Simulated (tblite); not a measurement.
A geometry optimisation, step by step.

Compound: C2H14BNSi3.
Bonds: C1–B2, B2–C3, B2–Si4, Si4–N5, N5–Si6, N5–Si7. Hydrogens: H8, H9, H10 on C1; H11, H12, H13 on C3; H14, H15 on Si4; H16, H17, H18 on Si6; H19, H20, H21 on Si7.

Computed with GFN2-xTB (tblite), gas phase: L-BFGS steps from a force-field or distance-geometry start until the largest atomic force falls under 0.01 eV/Å. 5 of its 138 geometries are shown.

Step 0: E = -565.4413 eV, largest atomic force 1.766 eV/Å
```
atom  x, y, z in Å  |  force x, y, z in eV/Å
C1      1.990    1.006    1.277   -0.542   0.219  -0.260
B2      1.691    0.092    0.006    0.368  -0.504   0.710
C3      2.837   -0.493   -0.912   -0.070   0.201  -0.819
Si4    -0.019   -0.822   -0.011    0.616   0.614   0.454
N5     -1.343    0.330    0.169   -1.257  -0.858  -0.896
Si6    -2.017    0.921   -1.377   -0.077   0.319   0.802
Si7    -2.654   -0.499    1.053    0.342   0.655   0.022
H8      1.013    1.252    1.778    1.099   0.005  -0.286
H9      2.478    1.951    0.939   -0.181  -0.681   0.695
H10     2.620    0.455    2.011   -0.292   0.678  -0.575
H11     3.690    0.199   -1.037   -0.320  -0.473  -0.059
H12     2.391   -0.723   -1.920    0.697   0.196   0.783
H13     3.242   -1.455   -0.543   -0.305   0.579  -0.070
H14    -0.042   -1.665    1.218   -0.031  -0.016  -0.166
H15    -0.162   -1.741   -1.124   -0.318  -0.440  -0.345
H16    -0.988    1.230   -2.365    0.066  -0.111   0.091
H17    -2.774    2.151   -1.038    0.248  -0.227  -0.028
H18    -3.018   -0.045   -1.864    0.259   0.086  -0.247
H19    -2.472   -0.172    2.471   -0.001  -0.064  -0.175
H20    -3.929   -0.036    0.512   -0.102   0.037   0.237
H21    -2.543   -1.917    0.758   -0.199  -0.215   0.134
```

Step 34: E = -566.1953 eV, largest atomic force 0.126 eV/Å
```
atom  x, y, z in Å  |  force x, y, z in eV/Å
C1      1.957    1.078    1.182   -0.002   0.009  -0.024
B2      1.614    0.039    0.049    0.069  -0.022   0.003
C3      2.803   -0.359   -0.906    0.021   0.008  -0.031
Si4    -0.016   -1.047   -0.037   -0.057   0.055   0.025
N5     -1.549   -0.175   -0.075   -0.080   0.015  -0.012
Si6    -1.962    0.882   -1.386    0.042   0.020  -0.065
Si7    -2.770   -0.554    1.105    0.003  -0.013   0.055
H8      1.115    1.476    1.743   -0.039  -0.037  -0.015
H9      2.545    1.917    0.812   -0.011   0.041   0.016
H10     2.607    0.563    1.895   -0.054   0.038   0.022
H11     3.638    0.339   -0.916    0.049  -0.010   0.020
H12     2.506   -0.533   -1.937   -0.069  -0.007  -0.045
H13     3.184   -1.320   -0.552    0.030   0.016  -0.017
H14    -0.160   -1.908    1.152    0.040  -0.097   0.057
H15    -0.066   -1.991   -1.176   -0.034  -0.029  -0.028
H16    -0.716    1.210   -2.078    0.042   0.012  -0.023
H17    -2.583    2.100   -0.857    0.026  -0.013   0.009
H18    -2.900    0.224   -2.305    0.031   0.016  -0.001
H19    -2.276   -0.099    2.409   -0.019  -0.012   0.029
H20    -3.991    0.178    0.749    0.066  -0.102   0.033
H21    -2.988   -2.006    1.130   -0.054   0.111  -0.009
```

Step 68: E = -566.2677 eV, largest atomic force 0.054 eV/Å
```
atom  x, y, z in Å  |  force x, y, z in eV/Å
C1      1.657    1.101    1.070   -0.012  -0.003  -0.017
B2      1.561   -0.084    0.036   -0.014   0.023  -0.004
C3      2.743   -0.320   -0.981    0.006   0.016   0.022
Si4    -0.001   -1.278    0.012    0.002   0.030   0.008
N5     -1.452   -0.266    0.005    0.002  -0.021  -0.016
Si6    -1.641    0.869   -1.293    0.022   0.014   0.019
Si7    -2.687   -0.497    1.206    0.004   0.011  -0.025
H8      0.690    1.443    1.433   -0.014  -0.019   0.003
H9      2.203    1.970    0.703    0.027  -0.027   0.000
H10     2.207    0.741    1.944   -0.005   0.020  -0.008
H11     3.559    0.395   -0.920    0.025   0.043   0.020
H12     2.370   -0.304   -2.005   -0.008  -0.014  -0.010
H13     3.168   -1.314   -0.845   -0.002  -0.046  -0.014
H14    -0.178   -2.187    1.160    0.009  -0.008   0.011
H15    -0.126   -2.158   -1.173   -0.022  -0.022   0.014
H16    -0.296    1.143   -1.814   -0.017   0.013  -0.015
H17    -2.230    2.103   -0.775   -0.011   0.009   0.016
H18    -2.487    0.320   -2.358    0.001  -0.011  -0.006
H19    -2.142   -0.119    2.516   -0.008  -0.008  -0.020
H20    -3.820    0.359    0.855    0.011   0.003   0.019
H21    -3.107   -1.899    1.224    0.007  -0.001   0.003
```

Step 103: E = -566.2732 eV, largest atomic force 0.046 eV/Å
```
atom  x, y, z in Å  |  force x, y, z in eV/Å
C1      1.623    1.109    1.019   -0.005  -0.004  -0.016
B2      1.570   -0.095    0.006    0.006  -0.014  -0.017
C3      2.775   -0.335   -0.983   -0.006  -0.003   0.011
Si4     0.008   -1.287    0.024   -0.009   0.015   0.012
N5     -1.438   -0.266    0.012   -0.012   0.008  -0.003
Si6    -1.632    0.891   -1.267    0.013  -0.002   0.007
Si7    -2.683   -0.510    1.200    0.005  -0.001  -0.016
H8      0.635    1.465    1.302   -0.028   0.035   0.012
H9      2.209    1.962    0.679    0.023  -0.007   0.002
H10     2.094    0.758    1.939    0.019   0.006   0.006
H11     3.615    0.347   -0.859   -0.023  -0.016  -0.012
H12     2.426   -0.243   -2.012    0.008   0.023   0.007
H13     3.158   -1.353   -0.906   -0.004  -0.004   0.015
H14    -0.146   -2.139    1.220    0.009  -0.005   0.006
H15    -0.156   -2.233   -1.103   -0.007   0.000  -0.016
H16    -0.296    1.212   -1.787   -0.014  -0.016   0.015
H17    -2.253    2.099   -0.722    0.002   0.006   0.001
H18    -2.461    0.343   -2.346    0.000  -0.005  -0.010
H19    -2.129   -0.194    2.523   -0.002  -0.001  -0.008
H20    -3.794    0.389    0.888    0.024  -0.016   0.012
H21    -3.136   -1.902    1.171    0.000   0.001  -0.007
```

Step 137: E = -566.2822 eV, largest atomic force 0.007 eV/Å
```
atom  x, y, z in Å  |  force x, y, z in eV/Å
C1      1.665    1.221    0.898   -0.002  -0.001   0.002
B2      1.596   -0.069   -0.002   -0.004   0.005   0.001
C3      2.811   -0.416   -0.942   -0.001  -0.001   0.004
Si4     0.017   -1.235    0.071    0.001   0.004   0.003
N5     -1.444   -0.239    0.075    0.002   0.000  -0.003
Si6    -1.670    0.911   -1.205    0.002   0.001  -0.001
Si7    -2.723   -0.606    1.193    0.003   0.002  -0.003
H8      0.709    1.741    0.949    0.001   0.000   0.001
H9      2.432    1.939    0.611   -0.006   0.002  -0.002
H10     1.889    0.917    1.924    0.003  -0.002   0.000
H11     3.743    0.086   -0.685    0.003   0.002  -0.001
H12     2.553   -0.094   -1.953   -0.001   0.000   0.002
H13     3.009   -1.485   -1.016   -0.003  -0.005  -0.001
H14    -0.094   -2.077    1.280    0.004   0.000   0.002
H15    -0.161   -2.203   -1.038    0.003  -0.002  -0.004
H16    -0.340    1.276   -1.707    0.002  -0.006  -0.002
H17    -2.340    2.092   -0.660    0.000   0.000   0.006
H18    -2.462    0.344   -2.302   -0.006  -0.003  -0.001
H19    -2.171   -0.523    2.548    0.002  -0.003  -0.001
H20    -3.779    0.389    1.012    0.000   0.001   0.002
H21    -3.248   -1.951    0.946   -0.004   0.004  -0.003
```

Question: Summarise the path.

Answer: The energy falls by 19.39 kcal/mol from step 0 to step 137; nine tenths of that is first reached at step 35. It falls at every step. The largest force goes from 1.766 to 0.007 eV/Å. Among the bonds N5–Si6 changes most, from 1.787 to 1.735 Å; the atoms move by 0.586 Å rms after alignment.

Question: Follow the three bonds and two angles with the largest change from start to end.

Answer: 
| step | E above end (kcal/mol) | largest force (eV/Å) | N5–Si6 (Å) | N5–Si7 (Å) | C1–H8 (Å) | Si6–N5–Si7 (°) | Si4–N5–Si7 (°) |
| --- | --- | --- | --- | --- | --- | --- | --- |
| 0 | 19.39 | 1.766 | 1.787 | 1.785 | 1.124 | 107.7 | 107.4 |
| 6 | 9.43 | 0.542 | 1.742 | 1.748 | 1.092 | 113.7 | 113.5 |
| 12 | 5.17 | 0.513 | 1.739 | 1.742 | 1.086 | 117.5 | 116.4 |
| 18 | 3.23 | 0.230 | 1.734 | 1.739 | 1.089 | 119.7 | 117.9 |
| 24 | 2.61 | 0.103 | 1.740 | 1.743 | 1.086 | 120.4 | 117.9 |
| 30 | 2.30 | 0.117 | 1.737 | 1.741 | 1.088 | 119.7 | 118.7 |
| 36 | 1.84 | 0.148 | 1.733 | 1.735 | 1.087 | 118.8 | 119.0 |
| 42 | 1.38 | 0.160 | 1.737 | 1.741 | 1.088 | 119.3 | 119.0 |
| 48 | 0.93 | 0.116 | 1.738 | 1.739 | 1.088 | 118.9 | 120.5 |
| 54 | 0.61 | 0.107 | 1.735 | 1.738 | 1.089 | 120.4 | 120.6 |
| 60 | 0.44 | 0.072 | 1.735 | 1.738 | 1.089 | 121.0 | 120.9 |
| 66 | 0.36 | 0.060 | 1.735 | 1.737 | 1.088 | 121.6 | 120.5 |
| 71 | 0.31 | 0.033 | 1.735 | 1.737 | 1.089 | 122.0 | 120.0 |
| 77 | 0.28 | 0.031 | 1.735 | 1.737 | 1.089 | 122.0 | 119.8 |
| 83 | 0.26 | 0.024 | 1.735 | 1.737 | 1.088 | 121.9 | 119.7 |
| 89 | 0.24 | 0.022 | 1.734 | 1.737 | 1.089 | 121.7 | 119.6 |
| 95 | 0.23 | 0.025 | 1.735 | 1.737 | 1.089 | 121.5 | 119.5 |
| 101 | 0.22 | 0.041 | 1.735 | 1.738 | 1.088 | 121.3 | 119.7 |
| 107 | 0.18 | 0.050 | 1.735 | 1.738 | 1.090 | 121.0 | 120.1 |
| 113 | 0.13 | 0.049 | 1.736 | 1.740 | 1.090 | 120.8 | 120.3 |
| 119 | 0.06 | 0.043 | 1.735 | 1.738 | 1.088 | 120.8 | 120.4 |
| 125 | 0.03 | 0.031 | 1.734 | 1.738 | 1.090 | 121.0 | 120.1 |
| 131 | 0.01 | 0.020 | 1.735 | 1.738 | 1.090 | 121.1 | 119.3 |
| 137 | 0.00 | 0.007 | 1.735 | 1.738 | 1.090 | 121.2 | 119.4 |

What follows is the cost of the whole relaxation. Time: 2.3 s. Hardware: one thread, Arm Neoverse N1 (aarch64), no GPU, shared host.
